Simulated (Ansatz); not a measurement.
Ansatz results at the PBE0-D4/def2-TZVP geometry: zero-point energy (PBE0-D4/def2-TZVP) 219.7 kJ/mol; size of the dipole moment (ωB97M-V/def2-TZVPP) 2.10 D; HOMO energy (ωB97M-V/def2-TZVPP) -10.34 eV.

Each molecule was computed in one conformer, which needn't be the lowest.

(1) Which molecule gave them?
A. `C[SiH](N)Br`
B. `C[SiH](O)Br`
C. `CC[SiH2]Br`
D. `C[SiH2]CBr`

Results:

(1) C. The others give `C[SiH2]CBr`: 214.1, 1.55, -9.93; `C[SiH](N)Br`: 192.4, 2.19, -9.99; `C[SiH](O)Br`: 160.2, 2.01, -10.45.
